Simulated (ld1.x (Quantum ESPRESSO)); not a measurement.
O (Z = 8), TM: configuration errors across variants

ld1.x (Quantum ESPRESSO) 7.5 input, shortened:

```
&input
   title='O', zed=8., rel=1, dft='PZ', iswitch=3,
   config='[He] 2s2 2p4'
 /
 &inputp
   pseudotype=2, tm=.true., lloc=0,
   nlcc=.true., new_core_ps=.true., rcore=0.35
 /
2
2P  2  1   4.00   0.00  0.95  0.95  0.0
2S  1  0   2.00   0.00  0.75  0.75  0.0
 &test
   configts(1)='2s2 2p4'
 /
```

All-electron excitation energies from the reference (eV): (1) 2s2 2p3 16.584; (2) 2s2 2p2 50.292; (3) 2s2 2p1 104.255; (4) 2s1 2p4 31.422; (5) 2s0 2p6 29.228; (6) 2s1 2p5 14.584; (7) 2s2 2p4.3 -2.174; (8) 2s2 2p4 spin -1.409; (9) 2s2 2p3 spin 12.572.

Spin tests fill each open shell by Hund’s rule, majority spin first.

Errors AE − PS in meV (a dash: test not solved or not reliable):

| change | (1) | (2) | (3) | (4) | (5) | (6) | (7) | (8) | (9) | bound ghosts |
| --- | --- | --- | --- | --- | --- | --- | --- | --- | --- | --- |
| base | -0.8 | +7.5 | +63 | +4.9 | +33 | +7.9 | +0.2 | +17 | +50 | none |
| all radii but the core radius scaled by about 0.75 (s 0.56, p 0.72 bohr) | +0.1 | +6.4 | +39 | +9.3 | +36 | +9.2 | +0.2 | +6.8 | +20 | none |
| all radii but the core radius scaled by about 0.88 (s 0.66, p 0.84 bohr) | -1.3 | -0.1 | +25 | +6.2 | +27 | +6.5 | +0.2 | +11 | +32 | none |
| all radii but the core radius scaled by about 1.09 (s 0.82, p 1.04 bohr) | +0.7 | +22 | +129 | +3.2 | +44 | +11 | +0.1 | +22 | +67 | none |
| all radii but the core radius scaled by about 1.15 (s 0.86, p 1.10 bohr) | +2.0 | +34 | +180 | +1.7 | +51 | +12 | +0.2 | +25 | +76 | none |
| all radii but the core radius scaled by about 1.25 (s 0.94, p 1.18 bohr) | +5.4 | +62 | +292 | -1.9 | +64 | +16 | +0.3 | +28 | +90 | none |
| all radii but the core radius scaled by about 1.33 (s 1.00, p 1.26 bohr) | +8.1 | +85 | +382 | -5.7 | +71 | +17 | +0.3 | +30 | +97 | none |
| all radii but the core radius scaled by about 1.39 (s 1.04, p 1.32 bohr) | +12 | +114 | +494 | -11 | +76 | +19 | +0.4 | +31 | +103 | none |

Give the same row for: all radii but the core radius scaled by about 0.82 (s 0.62, p 0.78 bohr).

-1.0, +0.5, +21, +7.3, +28, +6.9, +0.2, +8.6, +24; bound ghosts: none.
